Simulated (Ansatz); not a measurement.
Ideal-gas functions of I2Zn (`[I][Zn][I]`) at 298.15 K and 1 bar, from an Ansatz frequency run at PBE0-D4/def2-TZVP.

Molar mass 319.2 g/mol, point group D∞h (symmetry number 2), electronic degeneracy 1, moments of inertia 1481.426 u Å². Harmonic wavenumbers (cm⁻¹, unscaled): 66, 66, 156, 342.

Use S(trans) = R[1.5 ln M + 2.5 ln T − 1.1517]; rotational temperatures θ = 24.2544 K / I; S(rot) = R[ln(T/σθ) + 1]; for each mode x = 1.438777 ν̃/T, S = R[x/(eˣ − 1) − ln(1 − e⁻ˣ)] and H = RT x/(eˣ − 1); 1 cm⁻¹ = 0.0119627 kJ/mol; R = 8.31446 J/(mol·K).

Problem. By hand: the entropy, in J/(mol·K).

Solution. Translation 180.8. Rotation: θ = 0.0164 K, giving 84.1. Vibration, mode by mode: 17.86, 17.86, 10.87, 5.03, in all 51.6. Electronic 0.0. Sum 316.5 J/(mol·K).

Problem. By hand: H − E and G − E in kJ/mol, counted from the electronic energy.

Solution. Zero-point energy ½ × 630 × 0.0119627 = 3.8; thermal vibration 6.8; translation, rotation and pV give 3.5 RT = 8.7. H − E = 19.3 kJ/mol, and G − E = 19.3 − 298.15 × 316.5/1000 = -75.1 kJ/mol.

Vibration gives 16 % of the entropy, 35.7 J/(mol·K) of it from the modes under 150 cm⁻¹: soft modes count most, and the harmonic formula is weakest for them.
